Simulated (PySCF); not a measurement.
## Worked example: dipole moment from atomic charges

In(Br)(NH2)2 (BrH4InN2), SMILES [NH2][In]([NH2])[Br]. Atoms are numbered in the order given.

```xyz
8

In    -0.7019    -0.0358     0.0000
Br     1.8137     0.0105     0.0000
N     -1.5788     0.1604    -1.8324
H     -0.9920    -0.1626    -2.6012
H     -2.5000    -0.2652    -1.9307
N     -1.5788     0.1604     1.8324
H     -2.5000    -0.2652     1.9307
H     -0.9920    -0.1626     2.6012
```

Coordinates come from a B3LYP-D3(BJ)/def2-SVP optimisation. The def2 effective core potentials stand for the cores of In; spin–orbit coupling is left out. Other conformers were not sampled.

Charges (e) from PBE/def2-TZVP run with PySCF:

| atom | ESP fit | Mulliken |
|---|---|---|
| In1 | 0.603 | 0.769 |
| Br2 | -0.275 | -0.384 |
| N3 | -0.702 | -0.661 |
| H4 | 0.252 | 0.240 |
| H5 | 0.286 | 0.229 |
| N6 | -0.702 | -0.661 |
| H7 | 0.286 | 0.229 |
| H8 | 0.252 | 0.240 |

The dipole moment of the full density is 3.56 D.

What dipole moment does each set of point charges give, and which comes closer to that of the density?


μ = Σ q r, and 1 e Å = 4.8032 D.
ESP fit: Σ q r = (-0.635, -0.483, 0.000) e Å, |μ| = 3.83 D.
Mulliken: Σ q r = (-0.770, -0.443, 0.000) e Å, |μ| = 4.27 D.
ESP fit comes closer in size. Point charges leave out the atoms' own dipoles (lone pairs, polarised bonds); fits to the potential absorb them, partitions of the density don't.
